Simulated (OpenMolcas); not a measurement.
# d1 ions of charge +4 down a group with 4 chloride ligands in tetrahedral coordination

```
Program             : OpenMolcas 26.06
Method              : SS-CASPT2, IPEA 0.25 Eh, imaginary shift 0.1 Eh
Spin-orbit coupling : state interaction with AMFI integrals over the reference wave functions
```

The d shell is active; CASPT2 correlates the ligand valence shells and the outer metal core. Anionic complexes are neutralised by point charges behind the ligands. Distances were set from a Shannon-type radius of the metal (high-spin where two are listed) plus a fixed donor radius (Cl 1.76 Å). Ligand basis ANO-RCC-VDZP, DKH2 Hamiltonian. States (labels of Td). Energies in cm-1 above the lowest state or level, χT in cm3 K/mol; 10Dq is the gap between the two states; 10Dq is negative for this site. Spin-only χT is S(S+1) / 2 for the spin of the ground state.

```csv
Ion,Shell,R (Å),Metal basis,Ground state,First state of that spin,10Dq,First gap with spin-orbit (degeneracies),χT at 300 K,Spin-only χT
V4+,3d1,2.21,ANO-RCC-VTZP,2E,2T2 9300,-9302,"9280 (4, 4)",0.375,0.375
Nb4+,4d1,2.31,ANO-RCC-VDZP,2E,2T2 9470,-9469,"9440 (4, 4)",0.336,0.375
```

The rows also differ in their metal basis, so part of each step comes from that.

|10Dq| changes by a factor of 9469 / 9302 = 1.02 from V4+ to Nb4+.

χT departs most from the spin-only value for Nb4+, by -0.039 cm3 K/mol.

Roots that are degenerate in the reference are averaged as groups; the widest CASPT2 spread within a group is 27 cm-1 (the 3-fold group of multiplicity 2 near 9300 cm-1 above the lowest state of its run, V4+). Shifts and gaps below about the spread of the groups concerned are not significant. Over all roots computed the reference weight is 0.68 to 0.69 in V4+, 0.72 in Nb4+; a low but even weight reflects the number of correlated electrons. An orbital doublet at a regular site is open to a Jahn-Teller distortion, which this geometry leaves out. Ligand-to-metal charge-transfer states are missing. With one d shell and no ligand orbital active, 10Dq can be off by a tenth or more. The least metal-like active orbital is 79 % on the metal (Löwdin) and no ligand orbital is active, so the numbers are rough (holds for V4+). The least metal-like active orbital is 71 % on the metal (Löwdin) and no ligand orbital is active, so the numbers are rough (holds for Nb4+). No measured value stands beside these numbers; the geometry was imposed, not optimised, and the real ion may take another.
